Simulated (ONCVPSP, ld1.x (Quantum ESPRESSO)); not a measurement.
## Potentials for Zr (Z = 40) compared

Generated with ld1.x 7.5 (TM, RRKJ, ultrasoft, PAW), atompaw 4.2 or ONCVPSP 4.0.1. The cutoff is in Ry: for ld1.x and atompaw files where the sum of valence levels is converged to 10 mRy in a Bessel basis, for ONCV files where the hardest occupied wave has 1 mHa per electron of residual kinetic energy. The error is the largest all-electron minus pseudo excitation energy over each file’s own four to seven test configurations (ionisations up to +4, promotions, holes and added fractions of an electron), all of which were solved. The labels leave out finer settings (local radius, basis sizes, second energies), which also bear on the numbers. Spin-polarised tests are not counted. The rows are a selection from randomly drawn settings: files with unsolved tests, undetermined cutoffs or missed reference levels are left out.

A true bound ghost makes a file unfit for plane-wave use even where its test errors are small: the radial tests pick states by their node count and pass the ghost by.

| potential | cutoff (Ry) | largest error (meV) | bound ghosts |
| --- | --- | --- | --- |
| ONCV, PBE, scalar-relativistic, rc 2.30/2.10/2.05 (spd), local d, core correction yes, reference 4s2 4p6 4d2 5s2, qcut 6.7/6.3/4.3, projectors 2/2/0 | 59 | -10 | none |
| ONCV, PBE, scalar-relativistic, rc 2.00/2.00/2.60 (spd), local p, core correction yes, reference 4s2 4p6 4d2 5s2, qcut 6.7/6.8/5.1, projectors 2/0/3 | 28 | -67 | none |
| ONCV, LDA (Perdew-Wang 92), scalar-relativistic, rc 2.25/2.00/2.10 (spd), local smoothed, core correction yes, reference 4s2 4p6 4d2 5s2, qcut 5.4/6.8/5, projectors 2/2/3 | 25 | -9.7 | none |
| ONCV, PBE, scalar-relativistic, rc 2.35/1.75/2.50 (spd), local smoothed, core correction yes, reference 4s2 4p6 4d2 5s2, qcut 3.9/9/6, projectors 2/2/2 | 43 | -29 | none |
| RRKJ, PBE, scalar-relativistic, rc 1.30/1.70/2.70 (spd), local d, core correction no, reference 4s2 4p6 4d1 5s0 5p0 | 90 | -251 | none |
| ONCV, PBE, scalar-relativistic, rc 1.95/1.85/3.05 (spd), local smoothed, core correction yes, reference 4s2 4p6 4d2, qcut 5.6/6.6/5.2, projectors 1/1/2 | 22 | +1407 | none |
| ONCV, PBE, scalar-relativistic, rc 3.05/1.50/1.50/3.00 (spdf), local d, core correction yes, reference 4p6 4d2 5s2, qcut 1.7/4.7/7.1/4.2, projectors 1/3/0/2 | 66 | +78 | s |

Q: Fill in the row for Zr: ONCV, Wu-Cohen, fully relativistic, rc 2.05/1.65/1.85 (spd), local smoothed, core correction no, reference 4s2 4p6 4d2 5s2, qcut 7.3/9.1/4.7, projectors 3/2/2.

A: cutoff 51 Ry, largest error -2.3 meV, bound ghosts: none.
